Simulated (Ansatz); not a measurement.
Job for Ansatz (a program for electronic structure): R-r2SCAN/def2-TZVPP on Cl6Si2 (SMILES Cl[Si](Cl)(Cl)[Si](Cl)(Cl)Cl).

Ansatz 0.2 input:
```yaml
crystal:
  periodic: [false, false, false]
  atoms:
    - {symbol: Cl, position_ang: [2.08896371, -0.45976345, -1.61073813]}
    - {symbol: Si, position_ang: [1.14278001, -0.10922764, 0.18361212]}
    - {symbol: Cl, position_ang: [1.86565920, 1.62715199, 1.02040221]}
    - {symbol: Cl, position_ang: [1.47772718, -1.68663728, 1.46320728]}
    - {symbol: Si, position_ang: [-1.14273107, 0.10925311, -0.18363532]}
    - {symbol: Cl, position_ang: [-1.47768027, 1.68669355, -1.46319341]}
    - {symbol: Cl, position_ang: [-1.86559499, -1.62710946, -1.02047343]}
    - {symbol: Cl, position_ang: [-2.08892378, 0.45973919, 1.61071868]}
basis:
  gaussian:
    orbitals: def2-TZVPP
hamiltonian:
  xc: {name: r2SCAN}
scf: {lower_state_search: off}
```

**Question.** What total energy does the run end on?

**Answer.** -3340.3980 hartree.

**Question.** How many basis functions does it have, and what does it roughly cost on one machine?

**Answer.** 336 functions; around 10 core-seconds (rough).
